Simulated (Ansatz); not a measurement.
H3B3Cl3N3, triplet, at a GFN2-xTB geometry of the parent state (a higher spin typed on purpose: for a closed-shell molecule this is an excited state); B3LYP/6-31G (Ansatz, an electronic-structure program).

The Ansatz input:
Ansatz 0.2 input:
```yaml
crystal:
  periodic: [false, false, false]
  atoms:
    - {symbol: Cl, position_ang: [-1.64657899, -2.57122596, -0.80160105]}
    - {symbol: B, position_ang: [-0.74801581, -1.16806888, -0.36415518]}
    - {symbol: N, position_ang: [-1.39762621, 0.07263285, -0.12954413]}
    - {symbol: B, position_ang: [-0.67801320, 1.24217779, 0.23197843]}
    - {symbol: Cl, position_ang: [-1.49248487, 2.73435911, 0.51064538]}
    - {symbol: N, position_ang: [0.73311727, 1.14480397, 0.35690215]}
    - {symbol: B, position_ang: [1.42602901, -0.07410891, 0.13217674]}
    - {symbol: Cl, position_ang: [3.13906386, -0.16313315, 0.29095568]}
    - {symbol: N, position_ang: [0.66450893, -1.21743683, -0.22735802]}
    - {symbol: H, position_ang: [-2.40215759, 0.12483707, -0.22265281]}
    - {symbol: H, position_ang: [1.26003878, 1.96762163, 0.61342239]}
    - {symbol: H, position_ang: [1.14211880, -2.09245870, -0.39076958]}
basis:
  gaussian:
    orbitals: 6-31G
hamiltonian:
  xc: b3lyp
magnetization: {spin_polarized: true, initial_magnetization: 2}
```

What the program printed (banner, timings and long lists left out):

```
Functional definition: B3LYP
1290 factors; integrals over basis functions are off by at most 1.6e-4 eV
mean field evaluation 1: about -44100.3680 eV, gradient 5.9e1 eV
mean field evaluation 2: about -44060.2526 eV, gradient 1.0e2 eV
mean field evaluation 4: about -44113.9083 eV, gradient 1.8e1 eV
mean field evaluation 8: about -44115.9069 eV, gradient 1.2e0 eV
mean field evaluation 16: about -44116.1877 eV, gradient 3.3e0 eV
mean field evaluation 32: about -44116.2623 eV, gradient 3.0e-6 eV
mean field evaluation 64: about -44114.8331 eV, gradient 1.5e1 eV
mean field evaluation 96: about -44116.2619 eV, gradient 1.4e-1 eV
mean field evaluation 128: about -44114.9970 eV, gradient 1.0e-4 eV
mean field evaluation 160: about -44116.2024 eV, gradient 1.2e0 eV
mean field evaluation 192: about -44116.2623 eV, gradient 3.0e-6 eV
mean field -44116.26231750 eV, -1621.2427370914 hartree, gradient 3.0e-6 eV, S^2 2.005135; 9 other end points of the search recorded, 0 dependent functions left out
reference -44116.26259424 eV, -1621.2427472616 hartree; 46, 44 occupied and 53, 55 virtual orbitals, 1290 factors
Total energy: -44116.26259424 eV, -1621.2427472616 hartree
```
